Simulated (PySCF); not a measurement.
Level of theory: B3LYP-D3(BJ)/def2-TZVP // PBE0-D4/def2-SVP (PySCF 2.14.0). All species are isolated molecules in the gas phase. B3LYP has the VWN-RPA correlation part, as in Gaussian. Excitations are Tamm–Dancoff values on a coarser integration grid. The basis has no diffuse functions, so Rydberg states are missing or too high.

Reference species (SMILES): `c12c(ccc(Cl)c2[SiH3])cccc1` (neutral, multiplicity 1).

| Quantity | Result |
|---|---|
| S1 oscillator strength | 0.026 |
| HOMO | -6.36 eV |
| S1–T1 gap (TDA) | 1.34 eV |
| HOMO–LUMO gap | 4.59 eV |

After one change: the S1 oscillator strength is nearly the same; the HOMO increases by 0.04 eV; the S1–T1 gap (TDA) goes up by 0.03 eV; the HOMO–LUMO gap falls by 0.04 eV.

### Question
Name the change that produced these shifts. The new species is one of these.
A. `[SiH3]c1cccc2c(Cl)cccc12`
B. `[SiH3]c1ccc(Cl)c2ccccc12`
C. `[SiH3]c1cc(Cl)c2ccccc2c1`

### Answer
C, `[SiH3]c1cc(Cl)c2ccccc2c1`
